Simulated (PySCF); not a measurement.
# Ionisation energy of Zn⁺ by level of theory

Zn⁺ [Ar] 3d10 4s1 (2S) → Zn²⁺ [Ar] 3d10 (1S), as a difference of total energies. Computed with PySCF 2.14 in def2-SVP (5s3p2d1f, 31 functions), with the non-relativistic Hamiltonian (point nucleus). Correlated levels: valence: [Ar] frozen. The calculations carry no spin-orbit coupling.

| method | ionisation energy (eV) | difference from reference (eV) |
| --- | --- | --- |
| UHF | 16.432 | -1.532 |
| M06-L | 17.225 | -0.739 |
| TPSS | 17.616 | -0.348 |
| MP2 (valence) | 16.785 | -1.179 |
| SCS-MP2 (valence) | 16.736 | -1.228 |
| CCSD (valence) | 16.755 | -1.209 |
| CCSD(T) (valence) | 16.777 | -1.187 |

Reference: 17.964 eV (measured; NIST Atomic Spectra Database, ionization energies).

These non-relativistic numbers lack the scalar-relativistic shift.

Errors of the correlated levels include the incompleteness of this basis and the frozen core.
